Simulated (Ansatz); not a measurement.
Ansatz (a program for electronic structure) input file for VCl3, SMILES [Cl][V]([Cl])[Cl] (connectivity only; charge and spin as stated), neutral, multiplicity 3, CAM-B3LYP/def2-SVPD. Geometry: r2SCAN-D4/def2-SVP. The spin state was assumed, not searched.

Ansatz 0.2 input:
```yaml
crystal:
  periodic: [false, false, false]
  atoms:
    - {symbol: V, position_ang: [0.00000000, -0.00000000, -0.05057265]}
    - {symbol: Cl, position_ang: [-0.00000000, -1.80639351, 1.13561191]}
    - {symbol: Cl, position_ang: [-0.00000000, 0.00000000, -2.20280200]}
    - {symbol: Cl, position_ang: [-0.00000000, 1.80639352, 1.13561192]}
basis:
  gaussian:
    orbitals: def2-SVPD
hamiltonian:
  xc: {name: CAM-B3LYP}
magnetization: {spin_polarized: true, initial_magnetization: 2}
```

Output:

```
WARN ansatz: RAYON_NUM_THREADS=1 ignored (pool sized by the plan → 1); use --threads N
Functional definition: CAM-B3LYP
integrals: 0.07 GiB planned
1102 factors; integrals over basis functions are off by at most 6.2e-4 eV
integrals: 0.15 GiB planned
338 factors; integrals over basis functions are off by at most 2.9e-5 eV
mean field: 1.32 GiB planned
mean field evaluation 1: about -63245.3797 eV, gradient 1.8e1 eV
mean field evaluation 2: about -63230.9316 eV, gradient 6.5e1 eV
mean field evaluation 4: about -63247.4228 eV, gradient 1.4e0 eV
mean field evaluation 8: about -63247.4998 eV, gradient 2.7e-1 eV
mean field evaluation 16: about -63247.5065 eV, gradient 1.8e-3 eV
mean field evaluation 32: about -63247.5027 eV, gradient 4.3e-1 eV
mean field -63247.50650370 eV, -2324.3029933113 hartree, gradient 6.1e-6 eV, S^2 2.019816; 3 other end points of the search recorded, 0 dependent functions left out
reference -63247.50662477 eV, -2324.3029977606 hartree; 38, 36 occupied and 77, 79 virtual orbitals, 1102 factors
Total energy: -63247.50662477 eV, -2324.3029977606 hartree
```

The run converged.

Cost: about 17 core-seconds (a rough figure).
